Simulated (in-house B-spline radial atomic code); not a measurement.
Checks on a self-consistent run for Pb VIII (Pb7+), [Xe] 4f14 (5d3/2)4 (5d5/2)3. Computed with an all-electron radial atomic-structure program (B-spline basis): Dirac-Hartree-Fock, average of the jj configuration, Fermi nucleus of rms radius 5.5012 fm.

```csv
orbital,q,ε (Eh),<1/r>,<r²>,small-component weight
1s1/2,2,-3259.61570,101.241,0.000357426,0.097815
2s1/2,2,-591.60853,25.0504,0.00536134,0.022585
2p1/2,2,-567.22087,24.9603,0.00378479,0.022635
2p3/2,4,-486.62134,19.9549,0.00496267,0.019924
3s1/2,2,-147.45591,9.19947,0.0346595,0.0076179
3p1/2,2,-136.51107,9.09703,0.0315801,0.0075486
3p3/2,4,-118.29593,7.79403,0.0378614,0.0067727
3d3/2,4,-100.52479,7.67442,0.028972,0.0066287
3d5/2,6,-96.67071,7.38287,0.0306851,0.0064176
4s1/2,2,-37.66239,3.88854,0.166405,0.0025959
4p1/2,2,-32.89865,3.77821,0.169071,0.0025015
4p3/2,4,-28.37015,3.34649,0.198773,0.0022265
4d3/2,4,-20.60646,3.14731,0.206669,0.0020215
4d5/2,6,-19.72659,3.04194,0.217747,0.0019393
4f5/2,6,-9.61173,2.70322,0.239019,0.0015768
4f7/2,8,-9.40834,2.6673,0.244305,0.0015479
5s1/2,2,-9.69103,1.60487,0.814663,0.00068198
5p1/2,2,-8.01694,1.49419,0.92041,0.0006071
5p3/2,4,-7.01439,1.35275,1.07399,0.00053306
5d3/2,4,-4.55970,1.13093,1.49175,0.00038885
5d5/2,3,-4.42226,1.09795,1.57182,0.0003717
```

Electron-electron repulsion V_ee = 7411.2001 hartree.

Question: What total energy follows from the eigenvalues?

Answer: The eigenvalues count the repulsion twice, so E = Σqε - V_ee = -13489.921 - 7411.200 = -20901.121 hartree; the run printed -20901.121.

Question: Does the Dirac virial theorem hold?

Answer: For a point nucleus E = -2c²Σq·w, with w the small-component weight. Here Σq·w = 0.55626 and c = 137.0360, so the ratio E/(-2c²Σq·w) is 1.000447; the finite nucleus accounts for the departure from 1.

Question: What diamagnetic shielding (Lamb formula) and susceptibility (Langevin formula) do the radii give?

Answer: σ = (α²/3)Σq<1/r> = 641.632/(3·137.036²) = 11389 ppm, and χ = -0.79199×10⁻⁶·Σq<r²> = -20.64×10⁻⁶ cm³/mol with Σq<r²> = 26.059 bohr². Both are non-relativistic formulas without the paramagnetism of open shells; for so heavy an element the full relativistic shielding is larger by tens of per cent.
